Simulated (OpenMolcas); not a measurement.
## Pt VII: effect of the IPEA shift

* Program: OpenMolcas
* Basis: ANO-RCC-VTZP [8s7p5d3f1g]
* Scalar Hamiltonian: DKH2, point nucleus
* Active space: 4 electrons in 10 orbitals (5d 6d)
* State averaging: 2S+1 = 5 even, 5 roots; 2S+1 = 3 even, 45 roots; 2S+1 = 1 even, 50 roots
* Spin-orbit coupling: state interaction with AMFI integrals over the reference wave functions, term energies averaged over their components

Methods on the same reference wave functions:
A. CASSCF
B. MS-CASPT2, IPEA 0 Eh, imaginary shift 0.1 Eh (closed shells correlated: 5s 5p)
C. MS-CASPT2, IPEA 0.25 Eh, imaginary shift 0.1 Eh (closed shells correlated: 5s 5p)

Energies in cm⁻¹ above 5d⁴ ⁵D₁.

| Level | A | B | C |
| --- | --- | --- | --- |
| 5d⁴ ⁵D₁ | 0.0 | 0.0 | 0.0 |
| 5d⁴ ⁵D₂ | 5813 | 6030 | 6000 |
| 5d⁴ ⁵D₃ | 10163 | 10130 | 10140 |
| 5d⁴ ³H₄ [52 %] | 22541 | 21440 | 21570 |
| 5d⁴ ³G₃ [62 %] | 27987 | 25640 | 25860 |
| 5d⁴ ³F₂(1) [58 %] | 29403 | 26260 | 26570 |
| 5d⁴ ³H₅ [74 %] | 29915 | 28310 | 28560 |
| 5d⁴ ³P₁(1) [69 %] | 30975 | 27990 | 28390 |
| 5d⁴ ³H₆ [69 %] | 33044 | 31540 | 31740 |
| 5d⁴ ³G₄ [63 %] | 36920 | 34580 | 34870 |
| 5d⁴ ³G₅ [74 %] | 47946 | 45790 | 46060 |
| 5d⁴ ¹I₆ [69 %] | 50179 | 48460 | 48600 |
| 5d⁴ ³D₁ | 50426 | 46590 | 46970 |
| 5d⁴ ¹S₀(1) [69 %] | 58616 | 54090 | 54590 |
| 5d⁴ ¹F₃ [56 %] | 62033 | 57040 | 57350 |
| 5d⁴ ³F₃(2) | 74347 | 68820 | 69140 |
| 5d⁴ ³P₁(2) | 75514 | 68880 | 69370 |
| 5d⁴ ³P₀(2) | 79588 | 72630 | 73310 |
| 5d⁴ ¹G₄(2) [68 %] | 79657 | 73650 | 74000 |
| 5d⁴ ¹D₂(2) | 98408 | 89790 | 90010 |
| 5d⁴ ¹S₀(2) | 124089 | 113480 | 113840 |

A puts 5d⁴ ⁵D₀ [61 %] lowest. B puts 5d⁴ ⁵D₀ [55 %] lowest. C puts 5d⁴ ⁵D₀ [55 %] lowest.

Between B and C the level of the table that moves most is 5d⁴ ³P₀(2), by 680 cm-1 (lowest in B, highest in C). Moves below CASPT2's spread within the term are not significant.

From A to B the spin-free energies of the other terms of 5d⁴ shown, above ⁵D, scale by factors of 0.83 to 0.92, as is usual when dynamic correlation screens the repulsion within a d or f shell.

The lowest spin-free term lies below A's lowest term by 0.263 hartree in B, 0.258 hartree in C.

CASPT2 does not keep the components of a term degenerate, so their means are used; among the terms shown or strongly mixed into the levels shown the widest spread is 1000 cm-1 (5d⁴ ¹I, C). Active for correlation alone: 6d; no level in the range computed is led by a configuration that fills it, so any true level of that kind is missing. Without dynamic correlation excited terms often stand tens of per cent too high (terms of higher spin than the ground term too low), and those without a measured partner can miss by more than the paired ones (holds for A). The CASPT2 spread within a term exceeds the gap to the next term for 5d⁴ ³D and 5d⁴ ¹I, so the order of their levels is uncertain (holds for C). Levels of configurations outside the active space are missing. Levels that lie high or do not pair safely by name in every column are left out.

A share in square brackets marks a mixed level and gives the weight of the term that names it, the lowest over the columns. A number in round brackets counts repeated terms of one configuration in the order of the reference energies.
